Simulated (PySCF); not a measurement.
C₂H₆O₂Si₂, SMILES [SiH2]1CC([SiH2]O1)=O. Coordinates come from a PBE-D3(BJ)/def2-SVP optimisation. This is a generated structure with no PubChem entry under its InChIKey; it may be hypothetical. One conformer was computed; it need not be the lowest.

Computed equilibrium geometry at PBE-D3(BJ)/def2-SVP (PySCF confirms it by a frequency run) as bond lengths and angles (one conformer of several):
Atoms: O1 C2 C3 Si4 O5 Si6 H7 H8 H9 H10 H11 H12. Bond lengths (Å): O1–C2 1.219, C2–C3 1.535, C2–Si6 1.966, C3–Si4 1.910, C3–H7 1.116, C3–H8 1.109, Si4–O5 1.699, Si4–H9 1.502, Si4–H10 1.500, O5–Si6 1.696, Si6–H11 1.503, Si6–H12 1.500. Bond angles (°): O1–C2–C3 124.4, O1–C2–Si6 126.2, C3–C2–Si6 109.3, C2–C3–Si4 107.2, C2–C3–H7 106.5, C2–C3–H8 110.9, Si4–C3–H7 105.4, Si4–C3–H8 118.2, H7–C3–H8 107.8, C3–Si4–O5 100.5, C3–Si4–H9 112.5, C3–Si4–H10 113.2, O5–Si4–H9 110.6, O5–Si4–H10 109.9, H9–Si4–H10 109.7, Si4–O5–Si6 116.6, C2–Si6–O5 98.5, C2–Si6–H11 113.5, C2–Si6–H12 111.9, O5–Si6–H11 110.8, O5–Si6–H12 111.7, H11–Si6–H12 110.0.
